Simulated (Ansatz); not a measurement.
Input for Ansatz (a program for electronic structure): U-CCSD(T)/def2-TZVPP on AlH3Se (SMILES [AlH2][SeH]), a point of a bond scan (R = 1.325 Å). The run froze 19 orbitals, filled d shells among them.

Ansatz 0.2 input:
```yaml
crystal:
  periodic: [false, false, false]
  atoms:
    - {symbol: Al, position_ang: [0.36409461, 0.02746235, -1.55730963]}
    - {symbol: H, position_ang: [-0.69852445, -0.56976553, -2.55206934]}
    - {symbol: H, position_ang: [1.74544102, 0.64238966, -1.99374994]}
    - {symbol: Se, position_ang: [-0.20119715, -0.03048168, 0.69657830]}
    - {symbol: H, position_ang: [0.93438126, 0.54301992, 1.06612186]}
basis:
  gaussian:
    orbitals: def2-TZVPP
correlation: {method: ccsd_t, electrons: outside_noble_gas}
scf: {omitted_lower_state_checks: [cluster_reference]}
magnetization: {spin_polarized: true, initial_magnetization: 0}
```

The log:

```
WARN ansatz: RAYON_NUM_THREADS=1 ignored (pool sized by the plan → 1); use --threads N
Functional definition: HF
these checks for a lower state are left out or cut short: cluster_reference
integrals: 0.39 GiB planned
803 factors; integrals over basis functions are off by at most 1.7e-3 eV
mean field: 0.48 GiB planned
mean field evaluation 1: about -71933.5546 eV, gradient 9.0e0 eV
mean field evaluation 2: about -71933.5568 eV, gradient 9.0e0 eV
mean field evaluation 4: about -71934.3615 eV, gradient 1.5e0 eV
mean field evaluation 8: about -71934.3762 eV, gradient 1.5e-4 eV
mean field -71934.37618027 eV, -2643.5395657535 hartree, gradient 2.1e-6 eV, S^2 0.000000; 0 other end points of the search recorded, 0 dependent functions left out
19 core orbitals not correlated
reference -71934.37618027 eV, -2643.5395657535 hartree; 6, 6 occupied and 107, 107 virtual orbitals, 803 factors
second order -6.51799507 eV of doubles, -0.00000000 eV of singles
coupled cluster: 0.74 GiB planned
cycle   1  -7.17011628 eV  change   -6.5e-1 eV  update   6.4e-2
cycle   2  -7.41065588 eV  change   -2.4e-1 eV  update   2.1e-2
cycle   3  -7.43419117 eV  change   -2.4e-2 eV  update   7.6e-3
cycle   4  -7.43207454 eV  change    2.1e-3 eV  update   2.7e-3
cycle   5  -7.43127344 eV  change    8.0e-4 eV  update   1.0e-3
cycle   6  -7.43107124 eV  change    2.0e-4 eV  update   3.5e-4
cycle   7  -7.43111144 eV  change   -4.0e-5 eV  update   1.2e-4
cycle   8  -7.43114842 eV  change   -3.7e-5 eV  update   4.0e-5
cycle   9  -7.43114311 eV  change    5.3e-6 eV  update   1.1e-5
perturbative correction -0.26294946 eV, -0.0096632145 hartree
Total energy: -71942.07027284 eV, -2643.8223184402 hartree
Checks for a lower state left out: cluster_reference
```

The run converged.

Cost: about 14 core-seconds (a rough figure).
